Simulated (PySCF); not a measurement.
GeSe under electron impact: the energy ladder

PBE0 in PySCF with def2-TZVPPD on every atom, for the lowest determinant that a PBE0 search found; no spin–orbit coupling.

| species | state (unpaired electrons) | Re (Å) | ωe (cm⁻¹) | energy of the minimum from the neutral (eV) | De (eV) | dissociates to |
| --- | --- | --- | --- | --- | --- | --- |
| GeSe | singlet (closed shell) | 2.140 | 416 | 0.00 | 5.14 | Ge + Se |
| GeSe⁺ | doublet (π ↑) | 2.293 | 330 | 9.54 | 3.54 | Ge⁺ + Se |
| GeSe⁻ | doublet (π ↑) | 2.254 | 335 | -0.78 | 3.86 | Ge + Se⁻ |

**Question.** Work out the lowest energy to break GeSe into atoms, from its vibrational ground state.

**Answer.** D0 = De − ωe/2 = 5.14 − 0.03 = 5.11 eV (PBE0/def2-TZVPPD).

**Question.** Work out the ionisation energy of the Ge atom at this level and the threshold of dissociative ionisation.

**Answer.** IE(Ge) = 9.54 + 3.54 − 5.14 = 7.94 eV, so Ge⁺ + Se + e⁻ appears at D0 + IE(Ge) = 13.05 eV (PBE0/def2-TZVPPD). The measured IE(Ge) is 7.899 eV (NIST ASD).

**Question.** Work out the electron affinity of the Se atom and the threshold of dissociative attachment.

**Answer.** EA(Se) = 5.14 − 3.86 − (-0.78) = 2.06 eV, so Ge + Se⁻ needs D0 − EA(Se) = 3.05 eV (PBE0/def2-TZVPPD). The measured EA(Se) is 2.021 eV.

**Question.** At which energy does ion-pair formation open?

**Answer.** Ge⁺ + Se⁻ lies at D0 + IE(Ge) − EA(Se) = 10.99 eV (PBE0/def2-TZVPPD).

These are thermodynamic thresholds; the onsets seen under electron impact lie higher where the geometry changes, and cross-sections peak well above them.

For an ion De counts to the pair picked by the measured ionisation energies or electron affinities, which need not be the lowest pair at this level. The highest Kohn–Sham level is positive in this anion. Much of that is self-interaction error, but it also means that the finite basis helps to hold the extra electron. States were picked by a PBE0 search and need not be the measured ground states.
